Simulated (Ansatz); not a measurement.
```yaml
crystal:
  periodic: [true, true, true]
  atoms:
    - {symbol: C, position_ang: [0.370123, 1.381624, 0.715661]}
    - {symbol: O, position_ang: [-0.131194, 0.059998, 0.713553]}
    - {symbol: Ga, position_ang: [-0.194976, -0.938015, -0.737319]}
    - {symbol: O, position_ang: [-0.823047, -2.584676, -0.758400]}
    - {symbol: F, position_ang: [0.394346, -0.268095, -2.235085]}
    - {symbol: H, position_ang: [0.732770, 1.705786, -0.265295]}
    - {symbol: H, position_ang: [1.197181, 1.453188, 1.428451]}
    - {symbol: H, position_ang: [-0.419144, 2.069344, 1.034330]}
    - {symbol: H, position_ang: [-1.126079, -2.879153, 0.104105]}
basis:
  gaussian: {orbitals: 6-31G}
magnetization: {spin_polarized: true, initial_magnetization: 2}
hamiltonian: {xc: {name: r2SCAN50}, dispersion: d3bjatm}
scf: {lower_state_search: light}
```

```sh
$ ansatz run in.yaml --threads 4 --pin off --events-out ev --progress --plain --max-ram 10444MiB
```

It prints (some lines left out):

```
Error: YAML parse error: error: line 2 column 3: crystal: missing field `lattice` (a structure is typed as `lattice` and `atoms`, a molecule's as `atoms` in Å alone, or read from a run's directory, `checkpoint`)
 --> <input>:2:3
1 | crystal:
2 |   periodic: [true, true, true]
3 |   atoms:
4 |     - {symbol: C, position_ang: [0.370123, 1.381624, 0.715661]}
```

(1) What is wrong with this run?

Results:

(1) The molecule is marked periodic without a cell. The input was rejected before any iteration.
